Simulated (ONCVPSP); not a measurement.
An all-electron radial function and its pseudo partner (aluminium (Al))

Columns: radius, all-electron u(r) and pseudo u(r) of the 2s shell (level -108.17 eV) of aluminium in the configuration [He] 2s2 2p6 3s2 3p1; PBE, scalar-relativistic, ONCV scheme, ONCVPSP 4.0.1.

| r (bohr) | all-electron | pseudo |
| --- | --- | --- |
| 0.057 | -0.5949 | 0.1838 |
| 0.115 | -0.3807 | 0.3739 |
| 0.172 | 0.0591 | 0.5634 |
| 0.230 | 0.5002 | 0.7532 |
| 0.288 | 0.8502 | 0.9292 |
| 0.345 | 1.0890 | 1.0761 |
| 0.402 | 1.2325 | 1.1860 |
| 0.460 | 1.2998 | 1.2531 |
| 0.518 | 1.3069 | 1.2738 |
| 0.575 | 1.2727 | 1.2539 |
| 0.632 | 1.2113 | 1.2027 |
| 0.690 | 1.1314 | 1.1285 |
| 0.747 | 1.0439 | 1.0431 |
| 0.805 | 0.9513 | 0.9511 |
| 0.862 | 0.8608 | 0.8607 |
| 0.920 | 0.7720 | 0.7718 |
| 0.977 | 0.6895 | 0.6894 |
| 1.035 | 0.6115 | 0.6114 |
| 1.092 | 0.5412 | 0.5412 |
| 1.150 | 0.4762 | 0.4761 |
| 1.208 | 0.4176 | 0.4176 |
| 1.265 | 0.3661 | 0.3661 |
| 1.322 | 0.3202 | 0.3201 |
| 1.380 | 0.2787 | 0.2787 |
| 1.438 | 0.2422 | 0.2422 |
| 1.495 | 0.2107 | 0.2106 |

**Question.** How many radial nodes do the two functions have?

**Answer.** The all-electron 2s function has n − l − 1 = 1; the pseudo-wave has 0, since the states of the same l below it are removed with the core.

**Question.** At about which radius was the pseudo-wave matched?

**Answer.** 0.90 bohr. The columns agree to 0.0005 from 0.81 bohr on; several derivatives are matched, so the curves merge somewhat inside the radius.

**Question.** Is the pseudo-wave norm-conserving?

**Answer.** Yes: the ONCV scheme keeps the norm inside the radius equal to the all-electron one, which fixes the energy derivative of the logarithmic derivative at the level.
